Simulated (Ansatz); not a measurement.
As₅. The state is a doublet with charge 0. Geometry PBE-D4/def2-SVP, that of the charge +1 singlet; atoms count from 1.

| atom | x (Å) | y (Å) | z (Å) |
| --- | --- | --- | --- |
| As1 | -1.355 | 1.149 | 0.025 |
| As2 | -0.316 | -0.282 | 1.727 |
| As3 | 1.222 | 0.927 | 0.034 |
| As4 | 0.743 | -1.613 | -0.042 |
| As5 | -0.294 | -0.181 | -1.744 |

The structure comes from a short search, and lower isomers may exist.

(1) Estimate the Mulliken populations from the PBE0/def2-TZVP orbitals of Ansatz.

(2) Where does the spin sit?

(3) And the Mayer bond orders between bonded heavy atoms (over 0.3)?

Answers

(1) 
```
atom  charge (e)  spin (α − β)
 As1       -0.02          0.30
 As2       -0.02          0.31
 As3        0.08         -0.22
 As4       -0.02          0.31
 As5       -0.02          0.31
```
Mulliken values and Mayer orders depend strongly on the basis.

(2) Summed by element: As 1.00, of 1 unpaired in all. Largest on single atoms: As2 0.31, As4 0.31, As5 0.31.

(3) As1–As2 1.01 (2.45 Å); As1–As3 0.79 (2.59 Å); As1–As5 1.01 (2.45 Å); As2–As3 0.78 (2.59 Å); As2–As4 1.01 (2.45 Å); As3–As4 0.79 (2.59 Å); As3–As5 0.79 (2.59 Å); As4–As5 1.01 (2.45 Å).
